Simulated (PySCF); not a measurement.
Molecule: C2H9Si2, charge 0, multiplicity 2. It need not be the lowest isomer of its formula. SMILES: C[SiH]([CH2])[SiH3]
Geometry from a B3LYP-D3(BJ)/def2-TZVP (Ansatz) optimisation:
```
Si
H 1 1.4877
C 1 1.8375 2 109.46
H 3 1.0842 1 122.79 2 -32.52
H 3 1.0849 4 114.52 1 174.30
C 1 1.8811 2 110.35 3 123.24
H 6 1.0914 1 110.94 2 60.10
H 6 1.0915 7 108.21 1 121.81
H 6 1.0918 7 107.94 8 116.81
Si 1 2.3579 2 107.37 3 -117.45
H 10 1.4842 1 110.99 2 60.21
H 10 1.4855 11 108.23 1 -120.88
H 10 1.4867 11 108.26 12 -116.81
```
Charge 0, spin multiplicity 2.

Dispersion corrections to the total energy (kcal/mol) from the dftd3 and dftd4 libraries through PySCF: D3(BJ) without and D4 with the three-body term, each with the damping fitted for the functional named.

```
functional  D3(BJ)      D4
----------  ------  ------
revPBE           ?  -17.96
BP86        -11.39   -8.77
TPSS         -8.55   -8.57
HSE06        -4.88       ?
PBE0             ?   -5.46
BHLYP        -9.76   -8.17
LC-wPBE      -6.72   -7.13
```

Fill in the missing entries.


- revPBE, D3(BJ): -15.86
- HSE06, D4: -5.12
- PBE0, D3(BJ): -5.98
